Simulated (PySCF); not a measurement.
**Dipole polarisabilities along the 3d series**

Calculated with PySCF 2.14 for the ground configurations, without spin-orbit coupling: coupled response for Hartree-Fock and DFT. Mean α in bohr³, C₆ of like pairs in atomic units.

```
                                                                                              species  α UHF  α PBE  α PBE0  α recommended (Schwerdtfeger and Nagle)  C₆ UHF  C₆ PBE  C₆ PBE0
Sc [Ar] 3d1 4s2 (x2c-QZVPPall with one added diffuse shell each of s, p, d, f, g type, spin-free X2C)    n/a  124.4   128.4                                  97 ± 10     n/a    1527     1625
Ti [Ar] 3d2 4s2 (x2c-QZVPPall with one added diffuse shell each of s, p, d, f, g type, spin-free X2C)  145.7  104.5   109.3                                  87 ± 10    1693    1209     1285
 V [Ar] 3d3 4s2 (x2c-QZVPPall with one added diffuse shell each of s, p, d, f, g type, spin-free X2C)  126.0  91.14   95.71                                  87 ± 10    1393   979.6     1045
Cr [Ar] 3d5 4s1 (x2c-QZVPPall with one added diffuse shell each of s, p, d, f, g type, spin-free X2C)  106.7  70.03   74.64                                  83 ± 12   972.2   579.7    627.4
Mn [Ar] 3d5 4s2 (x2c-QZVPPall with one added diffuse shell each of s, p, d, f, g type, spin-free X2C)  101.4  73.14   77.09                                   68 ± 9    1004   691.6    741.0
Fe [Ar] 3d6 4s2 (x2c-QZVPPall with one added diffuse shell each of s, p, d, f, g type, spin-free X2C)  82.03  61.07   64.58                                   62 ± 4   781.1   545.1    585.4
Co [Ar] 3d7 4s2 (x2c-QZVPPall with one added diffuse shell each of s, p, d, f, g type, spin-free X2C)  70.44  53.00   56.23                                   55 ± 4   642.0   447.7    482.4
Ni [Ar] 3d8 4s2 (x2c-QZVPPall with one added diffuse shell each of s, p, d, f, g type, spin-free X2C)  62.13  46.96     n/a                                   49 ± 3   540.1   376.7      n/a
```

Hartree-Fock lacks correlation. All values carry a basis error.
